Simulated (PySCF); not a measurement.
## Electronic absorption of (FAlS)3 ring

Species: (FAlS)3 ring, Al3F3S3.
Cartesian coordinates in Å at the PBE0-D3(BJ)/def2-SVP level; atoms count from 1:
```xyz
9
Al3F3S3 angstrom
Al     1.094   -0.119    1.700
F      2.027   -0.136    3.068
S     -0.701    1.077    1.879
Al    -1.673    1.112   -0.056
F     -3.014    2.081   -0.122
S     -1.216    0.095   -1.914
Al     0.609   -1.036   -1.650
F      1.118   -1.835   -3.008
S      1.889   -1.309    0.076
```

Method: TDDFT CAM-B3LYP/def2-SVPD, vertical, gas phase, core orbitals frozen in the response (PySCF).

```json
{"state": "S1", "E (eV)": "5.76", "E (kJ/mol)": "556", "λ (nm)": "215.2", "f": "0.0001", "main configurations (H = HOMO, L = LUMO)": "H-1/H→L (≥84%)"}
{"state": "S2", "E (eV)": "5.76", "E (kJ/mol)": "556", "λ (nm)": "215.1", "f": "0.0002", "main configurations (H = HOMO, L = LUMO)": "H-1/H→L (≥84%)"}
{"state": "S3", "E (eV)": "6.28", "E (kJ/mol)": "606", "λ (nm)": "197.5", "f": "0.0000", "main configurations (H = HOMO, L = LUMO)": "H-1/H→L+1 (≥50%), H-1/H→L+2 (≥25%)"}
{"state": "S4", "E (eV)": "6.36", "E (kJ/mol)": "614", "λ (nm)": "194.9", "f": "0.037", "main configurations (H = HOMO, L = LUMO)": "H-2→L (68%)"}
{"state": "S5", "E (eV)": "6.37", "E (kJ/mol)": "615", "λ (nm)": "194.5", "f": "0.031", "main configurations (H = HOMO, L = LUMO)": "H-3→L (64%), H-1/H→L+2 (≥8%), H-1/H→L+1 (≥8%)"}
{"state": "S6", "E (eV)": "6.44", "E (kJ/mol)": "621", "λ (nm)": "192.6", "f": "0.188", "main configurations (H = HOMO, L = LUMO)": "H-4→L (70%), H-1/H→L+3 (≥10%), H-1/H→L+4 (≥9%)"}
{"state": "S7", "E (eV)": "6.54", "E (kJ/mol)": "631", "λ (nm)": "189.5", "f": "0.0004", "main configurations (H = HOMO, L = LUMO)": "H-1/H→L+3 (≥43%), H-1/H→L+4 (≥33%)"}
{"state": "S8", "E (eV)": "6.65", "E (kJ/mol)": "642", "λ (nm)": "186.4", "f": "0.0078", "main configurations (H = HOMO, L = LUMO)": "H-2→L+1 (50%), H-3→L+2 (42%)"}
{"state": "S9", "E (eV)": "6.71", "E (kJ/mol)": "647", "λ (nm)": "184.9", "f": "0.218", "main configurations (H = HOMO, L = LUMO)": "H-1/H→L+1 (≥27%), H-1/H→L+2 (≥26%), H-3→L (20%)"}
{"state": "S10", "E (eV)": "6.71", "E (kJ/mol)": "647", "λ (nm)": "184.8", "f": "0.204", "main configurations (H = HOMO, L = LUMO)": "H-1/H→L+2 (≥28%), H-1/H→L+1 (≥28%), H-2→L (15%)"}
{"state": "S11", "E (eV)": "6.82", "E (kJ/mol)": "658", "λ (nm)": "181.7", "f": "0.013", "main configurations (H = HOMO, L = LUMO)": "H-1/H→L+4 (≥27%), H-1/H→L+3 (≥27%), H-4→L+3 (16%)"}
{"state": "S12", "E (eV)": "6.83", "E (kJ/mol)": "659", "λ (nm)": "181.5", "f": "0.010", "main configurations (H = HOMO, L = LUMO)": "H-1/H→L+3 (≥26%), H-1/H→L+4 (≥26%), H-4→L+4 (17%)"}
{"state": "S13", "E (eV)": "6.90", "E (kJ/mol)": "665", "λ (nm)": "179.8", "f": "0.0091", "main configurations (H = HOMO, L = LUMO)": "H-3→L+1 (23%), H-2→L+2 (20%), H-3→L+2 (19%)"}
{"state": "S14", "E (eV)": "6.91", "E (kJ/mol)": "667", "λ (nm)": "179.5", "f": "0.0047", "main configurations (H = HOMO, L = LUMO)": "H-3→L+2 (26%), H-2→L+1 (19%), H-3→L+1 (16%)"}
```

Triplets (Tamm–Dancoff): T1 5.45 eV, H-1/H→L (≥78%); T2 5.45 eV, H-1/H→L (≥78%); T3 5.88 eV, H-4→L (62%), H-1/H→L+3 (≥12%), H-1/H→L+4 (≥12%).

The lowest singlet level (S1/S2) lies at 5.76 eV (215 nm, ultraviolet) and is dark (f under 0.0005). The most intense listed level is S9/S10 at 6.71 eV (185 nm, f = 0.422 summed), 0.95 eV above S1. S1/S2, S9/S10 and S11/S12 lie within about 0.01 eV of each other in each set. Löwdin shares by element: HOMO (one of a set within 0.03 eV) sulfur 80% or more, aluminium 14% or more; LUMO aluminium 62%, sulfur 10% or more (atoms not listed hold the other 28%). Weighted by f, the mean energy of these states is 6.61 eV. The listed states span 1.15 eV, and the widest gap between neighbours is 0.51 eV (S2 to S3). Orbital energies (eV): HOMO-3 -10.51, HOMO-2 -10.49, HOMO-1 -10.03, HOMO -10.02, LUMO -1.24, LUMO+1 -0.41, LUMO+2 -0.39. Orbitals of the list HOMO-3 to LUMO+2 that lie within 0.01 eV of each other are written together with a slash and their weights summed (≥ marks a lower bound); for degenerate orbitals outside that list single weights are arbitrary. Only the lowest 15 singlets were computed, as vertical energies without vibronic structure. The highest level found (7.02 eV, f 0.0003 so far) is left out, since the window may have cut off a degenerate partner.

Time: 82 s wall (with the writing of density and orbital grids); peak memory 1.1 GiB. Hardware: one thread of an Arm Neoverse V1, shared host.

One conformer stands for the species.
